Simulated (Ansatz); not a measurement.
`[NH2][AlH][SiH2][TeH]` + PH₃ → `P[TeH]` + `[NH2][AlH][SiH3]`  (ligand exchange at a Te–Si bond)

Program: Ansatz. Geometries: PBE0-D4/def2-TZVP. ΔE: electronic, gas phase. CBS: MP2 limit from def2 TZ/QZ plus the TZ coupled-cluster correction, frozen cores. This one scheme is used for every species. Functionals use def2-TZVPP. def2 core potentials past Kr. For Te outer-core shells are correlated without core-valence functions, which leaves a few kJ/mol of doubt a bond. Each species was taken in one conformer, which may not be the lowest.

```csv
level,ΔE (kJ/mol)
ωB97M-V,36.6
CCSD/CBS(def2),37.4
```

Problem. What does CCSD(T)/CBS give? (Best estimate.)

Solution. The calculation gave: +38.2 kJ/mol. The listed levels differ from it by -1.6, -0.8 kJ/mol.

Largest T1 diagnostic among the species: 0.013.

The D4 term adds +4.5 kJ/mol with B3LYP and +2.8 kJ/mol with PBE0; it sums over pairs of atoms, weighted by their polarisabilities, and B3LYP, whose exchange is more repulsive, gets the larger term. In def2-TZVPP, CCSD(T) changes the Hartree–Fock value by +6.6 kJ/mol (the triples alone add +0.8 kJ/mol) and MP2 by +9.6 kJ/mol.

B3LYP here is the variant with VWN-RPA as its local correlation; programs differ in this.
